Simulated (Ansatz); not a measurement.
Computed with Ansatz on PBE0-D4/def2-TZVP structures; ΔE is electronic, products minus reactants. CBS: MP2 limit from def2 TZ/QZ plus the TZ coupled-cluster correction, frozen cores. This one scheme is used for every species. Functionals use def2-TZVPP. Triplets are unrestricted, without spin–orbit coupling. Each species was taken in one conformer, which may not be the lowest.

Consider the formal loss of a carbene: `NC[SiH2][SiH3]` → `[CH2]` (triplet) + `N[SiH2][SiH3]`.

`NC[SiH2][SiH3]`:

Cartesian coordinates in Å:
```
N 0.685 1.853 -1.437
C 0.117 1.210 -0.259
Si 0.401 -0.656 -0.323
Si -0.665 -1.729 1.465
H 0.558 2.857 -1.405
H 0.236 1.522 -2.281
H -0.954 1.408 -0.093
H 0.637 1.580 0.631
H 1.857 -0.961 -0.300
H -0.157 -1.184 -1.603
H -0.143 -1.224 2.765
H -0.441 -3.199 1.410
H -2.132 -1.476 1.429
```

`[CH2]` (triplet):

```xyz
3

C    -0.273   -0.040    0.015
H     0.236   -0.318    0.925
H     0.036    0.358   -0.939
```

`N[SiH2][SiH3]`:

Cartesian coordinates in Å:
```
N -0.522 0.062 1.711
Si -0.276 -0.801 0.238
Si 0.490 0.698 -1.389
H 0.211 0.652 2.070
H -1.027 -0.375 2.465
H -1.585 -1.386 -0.159
H 0.693 -1.941 0.312
H 1.702 1.412 -0.896
H -0.544 1.714 -1.721
H 0.859 -0.034 -2.631
```

```csv
level,ΔE (kJ/mol)
ωB97M-V,344.5
MP2/CBS(def2),348.5
```

Question: What does CCSD(T)/CBS give? (Estimate.)

Answer: Ansatz gave: +340.5 kJ/mol. The listed levels differ from it by 4.0, 8.0 kJ/mol.

Largest T1 diagnostic among the species: 0.011.

In def2-TZVPP, CCSD(T) changes the Hartree–Fock value by +143.7 kJ/mol (the triples alone add +12.4 kJ/mol) and MP2 by +151.7 kJ/mol. From BLYP to BHLYP (50 % exact exchange), in def2-TZVPP and without D4, ΔE moves by −12.7 kJ/mol. The D4 term adds +9.9 kJ/mol with B3LYP and +5.4 kJ/mol with PBE0; it sums over pairs of atoms, weighted by their polarisabilities, and B3LYP, whose exchange is more repulsive, gets the larger term.

CCSD(T)/CBS has its own doubt, a few kJ/mol and more with outer-core shells, so smaller differences from it don't rank the levels.

B3LYP here is the variant with VWN-RPA as its local correlation; programs differ in this.
